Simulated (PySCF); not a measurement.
**Ne (neon, neutral) across methods**

[Ne], closed-shell 1S. Calculation: PySCF 2.14, in aug-cc-pVDZ (4s3p2d, 23 functions); no relativity, point nucleus. The B2PLYP total includes its PT2 part (frozen core); its orbital energies are those of the SCF part.

| method | E (hartree) | mean ε 1s (eV) | mean ε 2s (eV) | mean ε 2p (eV) | Σ⟨r²⟩ (bohr²) | ⟨S²⟩ |
| --- | --- | --- | --- | --- | --- | --- |
| B2PLYP | -128.8569 | -864.14 | -45.250 | -18.789 | 9.628 | 0.000 |
| r2SCAN | -128.8814 | -837.70 | -38.505 | -14.039 | 9.686 | 0.000 |
| PBE0 | -128.8206 | -846.16 | -40.784 | -16.033 | 9.711 | 0.000 |
| revPBE | -128.8833 | -831.02 | -36.513 | -13.302 | 9.879 | 0.000 |
| BP86 | -128.9220 | -831.56 | -36.562 | -13.465 | 9.832 | 0.000 |
| LDA | -128.1768 | -825.47 | -36.163 | -13.557 | 9.902 | 0.000 |
| PBE | -128.8138 | -830.72 | -36.468 | -13.364 | 9.883 | 0.000 |
| UHF | -128.49635 | -892.40 | -52.802 | -23.212 | 9.451 | 0.000 |

Task: Estimate the same row for TPSS.

Result: E (hartree) = -128.9291; mean ε 1s (eV) = -835.40; mean ε 2s (eV) = -37.287; mean ε 2p (eV) = -13.516; Σ⟨r²⟩ (bohr²) = 9.802; ⟨S²⟩ = 0.000.
